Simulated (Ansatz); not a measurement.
`C=NBF` + H–F → `FBF` + `C=N` at 298.15 K and 1 bar (ligand exchange at a B–N bond).

Isolated molecules relaxed with PBE0-D4/def2-TZVP in Ansatz; ΔE leaves out vibrations. CCSD(T)/CBS is the MP2 limit (def2-TZVPP, def2-QZVPP) plus CCSD(T) − MP2 in def2-TZVPP, frozen cores. This one scheme is used for every species. Each species was taken in one conformer, which may not be the lowest.

| species | CCSD(T)/CBS energy (Eh) | H − E (kJ/mol) | S (J/(mol·K)) |
| --- | --- | --- | --- |
| `C=NBF` | -219.19469 | 135.9 | 292.0 |
| H–F | -100.39570 | 33.5 | 173.6 |
| `FBF` | -225.09427 | 57.8 | 244.5 |
| `C=N` | -94.52360 | 115.3 | 227.0 |

H − E and S are ideal-gas, rigid-rotor, harmonic terms from PBE0-D4/def2-TZVP, for one conformer and one mirror image of each species. 1 Eh = 2625.50 kJ/mol, R = 8.31446 J/(mol·K).

Task: By hand: ΔE, ΔH, ΔS and ΔG.

Result: ΔE = (-225.09427) + (-94.52360) − (-219.19469) − (-100.39570) = -0.02748 Eh = -72.1 kJ/mol. Δ(H − E) = 57.8 + 115.3 − 135.9 − 33.5 = 3.7, so ΔH = -68.4 kJ/mol. ΔS = 244.5 + 227.0 − 292.0 − 173.6 = 5.9 J/(mol·K). ΔG = -68.4 − 298.15 × (5.9)/1000 = -70.2 kJ/mol.

Task: By hand: the equilibrium constant, and the temperature at which ΔG would vanish if ΔH and ΔS stayed fixed.

Result: log₁₀ K = −ΔG/(RT ln 10) = 12.3. ΔH and −TΔS have one sign here, so there is no such temperature. One of them is within its doubt of zero, so this could turn.

The number of gas molecules stays the same, so ΔS is small and ΔH decides. A doubt of 5 kJ/mol in ΔE shifts log₁₀ K by 0.9 here. Other conformers and mirror images would add mixing entropy, several J/(mol·K) or more a flexible species. These are equilibria of isolated gas molecules and say nothing of rates. Largest T1 diagnostic: 0.014 (customary marks: 0.02 for closed shells, 0.045 for open ones).
